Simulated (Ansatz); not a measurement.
Results of the Gaussian-basis code of Ansatz.

A structure relaxed at PBE0-D4/def2-TZVP, charge 0, multiplicity 1:

```xyz
17

C     0.019   -1.137   -1.009
N    -0.077   -0.129    0.046
C     0.537   -0.623    1.279
C    -1.477    0.227    0.283
Ga    0.976    1.625   -0.586
H     1.069   -1.369   -1.192
H    -0.510   -2.055   -0.722
H    -0.416   -0.742   -1.927
H     0.482    0.151    2.045
H     1.585   -0.855    1.092
H     0.023   -1.524    1.637
H    -1.528    1.000    1.050
H    -2.052   -0.648    0.610
H    -1.910    0.620   -0.637
H     2.414    0.986   -0.769
H     0.139    1.947   -1.892
H     0.725    2.526    0.693
```

Question: Give its formula and SMILES.

Answer: C3H12GaN, `C[N+](C)(C)[GaH3-]`.

Question: Point group (tolerance 0.08 Å, 0.16 Å for H)?

Answer: C3v.

Question: Summarise the bond lengths by kind.

Answer: 3 × C–N 1.463 Å; 9 × C–H 1.090 to 1.097 Å; 1 × Ga–N 2.141 Å; 3 × Ga–H 1.584 Å.
